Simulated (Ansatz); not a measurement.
Cu2 (SMILES [Cu][Cu]), singlet, at a GFN2-xTB geometry (such geometries of metal compounds can be far from the true shape). Base run: PBE0/6-31G** run with Ansatz (an electronic-structure program).

Geometry (Å):
```xyz
2

Cu     0.0000     0.0000    -1.1124
Cu     0.0000     0.0000     1.1124
```
All else is at Ansatz's defaults.

Each row names what was changed in the base input (with any setting that the change needs).

```
change                                                                 basis functions       E (Eh)
---------------------------------------------------------------------  ---------------  -----------
base                                                                                72  -3279.83004
basis = jorge-DZP-DKH; relativity = spin-free X2C                                   86  -3308.88734
basis = x2c-TZVPall; relativity = spin-free X2C; nucleus = Gaussian                 96  -3309.08398
basis = cc-pVTZ-DK; relativity = spin-free X2C; nucleus = Gaussian                 136  -3309.12754
basis = x2c-TZVPall; relativity = spin-free X2C                                     96  -3309.09709
basis = cc-pVTZ-DK; relativity = none                                              136  -3265.54715
basis = x2c-TZVPall; relativity = none                                              96  -3269.71953
basis = jorge-DZP-DKH; relativity = spin-free X2C; nucleus = Gaussian               86  -3308.87418
basis = jorge-DZP-DKH; relativity = none                                            86  -3277.84262
basis = cc-pVTZ-DK; relativity = spin-free X2C                                     136  -3309.14258
```

Total energies compare only within one method and basis.

Ansatz warned in this series: the basis is contracted for relativity, which the run leaves out.

Basis sets contracted for a relativistic Hamiltonian are a mismatch without it, so the rows without relativity aren't non-relativistic limits. No row has spin-orbit coupling; sets with core potentials leave out the core electrons.
